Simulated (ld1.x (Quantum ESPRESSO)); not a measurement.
Before and after: TM potential for silver (Ag)

- Element: Ag
- Generator: ld1.x (Quantum ESPRESSO) 7.5
- Type: norm-conserving Troullier–Martins (Kleinman–Bylander form)
- Functional: LDA (PZ)
- Relativity: scalar-relativistic
- Frozen core: [Ar] 3d10
- Valence charge: 19
- Reference configuration: 4s2 4p6 4d9 5s0 5p0 (charge +2)
- Partial waves: 4p (bound): rc 1.70 bohr; 4d (bound): rc 1.85 bohr; 4s (bound): rc 1.25 bohr
- Local potential: the s channel
- Core correction: none

Change: core correction a·sin(br)/r model core inside 0.76 bohr.

Cutoffs: the cutoffs (Ry, on a coarse ladder) from which the occupation-weighted sum of valence levels, in a spherical-Bessel basis at the reference potential, stays within 10 and 1 mRy of its value at 400 Ry; they do not see the model core or the augmentation charge, which bear on the density cutoff. Errors are all-electron minus pseudo energies relative to the spin-unpolarised reference configuration.

Problem. What does the change do?

Solution. The potential gets neither clearly harder nor softer (100 Ry and 160 Ry → 100 Ry and 160 Ry); of the 9 tests that both files solve, the error grows in 0 and shrinks in 1 by more than 15 % and 0.3 meV (median size 499.9 → 499.0 meV); neither file shows a bound ghost. A model core, the more so a compact one, raises the density cutoff, which this test does not measure.

```tsv
quantity	base	changed
cutoff, loose	100 Ry	100 Ry
cutoff, tight	160 Ry	160 Ry
bound ghosts	none	none
error for 4s2 4p6 4d10 5s1 5p0, meV [ΔE -30.49 eV]	+502	+502
error for 4s2 4p6 4d10 5s0 5p0, meV [ΔE -22.38 eV]	+8.5	+8.4
error for 4s2 4p6 4d8 5s0 5p0, meV [ΔE 36.43 eV]	+12	+11
error for 4s2 4p6 4d9 5s1 5p1, meV [ΔE -21.91 eV]	+869	+867
error for 4s2 4p6 4d10 5s0 5p1, meV [ΔE -26.46 eV]	+135	+135
error for 4s2 4p6 4d9 5s2 5p0, meV [ΔE -26.52 eV]	+1235	+1231
error for 4s2 4p5 4d10 5s1 5p0, meV [ΔE 34.87 eV]	+749	+746
error for 4s2 4p6 4d9 5s0 5p0 (spin-polarised), meV [ΔE -0.16 eV]	+15	+10
error for 4s2 4p6 4d10 5s1 5p0 (spin-polarised), meV [ΔE -30.63 eV]	+500	+499
s: phases at 2.00 bohr within 0.05 rad from the reference energy up to (Ry; the scan ends near 5)	-2.6	-2.6
p: phases at 2.00 bohr within 0.05 rad from the reference energy up to (Ry; the scan ends near 5)	-1.5	-1.5
d: phases at 2.00 bohr within 0.05 rad from the reference energy up to (Ry; the scan ends near 5)	2.6	2.6
```
